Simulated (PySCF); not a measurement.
## Highest orbital energy against ionisation energy along the second row

Calculated with PySCF 2.14, no spin-orbit coupling. Each cell gives −ε(HOMO) / ΔSCF in eV; NIST values include spin-orbit coupling, (s) semi-empirical, (t) theoretical.

```csv
species,UHF,LDA,PBE,PBE0,r2SCAN,NIST (lowest levels)
"Be⁺ (ANO-RCC-VTZP, spin-free X2C)",18.131 / 18.129,14.290 / 18.245,14.461 / 18.489,15.473 / 18.453,14.607 / 18.176,18.211
"B⁺ (ANO-RCC-VTZP, spin-free X2C)",23.783 / 23.455,19.406 / 24.559,19.504 / 24.616,20.793 / 24.572,19.725 / 24.264,25.155
"C⁺ (ANO-RCC-VTZP, spin-free X2C)",24.878 / 24.174,17.814 / 24.775,17.963 / 24.866,19.800 / 24.847,18.645 / 25.017,24.383
"N⁺ (ANO-RCC-VTZP, spin-free X2C)",30.380 / 29.211,22.017 / 30.062,22.033 / 29.912,24.250 / 29.921,22.805 / 30.149,29.601 (s)
"O⁺ (ANO-RCC-VTZP, spin-free X2C)",36.225 / 34.586,26.433 / 35.587,26.371 / 35.288,28.990 / 35.325,27.318 / 35.499,35.121
"F⁺ (ANO-RCC-VTZP, spin-free X2C)",35.725 / 33.479,26.150 / 35.283,26.445 / 35.452,29.050 / 35.301,27.063 / 35.170,34.971
"Ne⁺ (ANO-RCC-VTZP, spin-free X2C)",42.096 / 39.249,31.287 / 41.440,31.260 / 41.135,34.235 / 40.993,32.051 / 41.128,40.963
```

Q: How far is −ε(HOMO) from ΔSCF on average for each method, and why?

A: UHF 1.28 eV; LDA -7.51 eV; PBE -7.39 eV; PBE0 -5.26 eV; r2SCAN -6.74 eV. Hartree-Fock orbital energies lack relaxation and so exceed the ΔSCF value; semilocal functionals have convex E(N) from self-interaction, so their HOMO lies far too high; exact exchange moves hybrids part of the way back.
